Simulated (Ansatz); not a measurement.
Species: C$_{4}$H$_{7}$ClSi, SMILES `C=C/C=C(\[SiH3])Cl` (C–C–C–C torsion 180°) (charge 0, multiplicity 1).

Question: Give a relaxed geometry from CAM-B3LYP-D3(BJ)/def2-TZVP (Ansatz, a first-principles code).

Answer: This is not unique; one that fits is the end point of this relaxation, one of several conformers (outside a Z-matrix the atoms follow the SMILES, hydrogens last).
Z-matrix (Å, degrees):
```
C
C 1 1.3316
H 1 1.0861 2 118.53
C 1 1.4517 3 115.96 2 -179.99
C 4 1.3275 1 122.73 3 -0.03
H 5 1.0809 4 121.53 1 179.88
H 4 1.0828 5 119.51 6 -0.03
H 5 1.0832 6 117.11 4 179.84
Cl 2 1.7543 1 118.01 3 0.04
Si 2 1.8684 1 130.63 3 180.00
H 10 1.4756 2 108.61 1 -120.66
H 10 1.4756 11 109.38 2 118.41
H 10 1.4764 11 109.65 12 120.23
```
